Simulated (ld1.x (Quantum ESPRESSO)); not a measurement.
## Which change was made? (Sn, TM)

* Element: Sn
* Generator: ld1.x (Quantum ESPRESSO) 7.5
* Type: norm-conserving Troullier–Martins (Kleinman–Bylander form)
* Functional: PBE
* Relativity: scalar-relativistic
* Frozen core: [Kr]
* Valence charge: 14
* Reference configuration: 4d10 5s1.5 5p2.5
* Partial waves: 5s (bound): rc 1.70 bohr; 5p (bound): rc 1.85 bohr; 4d (bound): rc 1.70 bohr
* Local potential: all-electron potential smoothed inside 1.50 bohr (lloc = -1)
* Core correction: Bessel-smoothed model core, default radius (core density twice the valence density)

Cutoffs, loose and tight: the cutoffs (Ry, on a coarse ladder) from which the occupation-weighted sum of valence levels, in a spherical-Bessel basis at the reference potential, stays within 10 and 1 mRy of its value at 400 Ry. They do not see the model core or the augmentation charge, which bear on the density cutoff. Test errors are all-electron minus pseudo excitation energies from the reference, over the configurations 4d10 5s2 5p2; 4d10 5s2 5p1; 4d10 5s2 5p0; 4d10 5s1 5p2; 4d9 5s2 5p2; 4d10 5s1 5p0; 4d10 5s1 5p3; variants that change the core or the reference have their own tests.

The base gives: outcome: generated; cutoff, loose: 80 Ry; cutoff, tight: 120 Ry; bound ghosts: s; largest test error (meV): +606.

After one change the result is: outcome: generated; cutoff, loose: 30 Ry; cutoff, tight: 90 Ry; bound ghosts: s, d; largest test error (meV): -49. Which change was it?
A. wave 5s (bound): rc 1.70 bohr becomes 5s (bound): rc 1.32 bohr
B. local potential the s channel
C. local potential all-electron potential smoothed inside 2.16 bohr (lloc = -1)
D. core [Kr] 4d10, valence charge 4; reference 5s1.75 5p2.25; waves now 5s (bound): rc 1.60 bohr; 5p (bound): rc 2.05 bohr; local potential all-electron potential smoothed inside 1.50 bohr (lloc = -2); core correction a·sin(br)/r model core inside 1.40 bohr

D. The others give: local potential the s channel → outcome: generated; cutoff, loose: 80 Ry; cutoff, tight: 140 Ry; bound ghosts: none; largest test error (meV): -238 | wave 5s (bound): rc 1.70 bohr becomes 5s (bound): rc 1.32 bohr → outcome: generated; cutoff, loose: 120 Ry; cutoff, tight: 200 Ry; bound ghosts: s; largest test error (meV): +589 | local potential all-electron potential smoothed inside 2.16 bohr (lloc = -1) → outcome: generated; cutoff, loose: 80 Ry; cutoff, tight: 140 Ry; bound ghosts: none; largest test error (meV): -26.
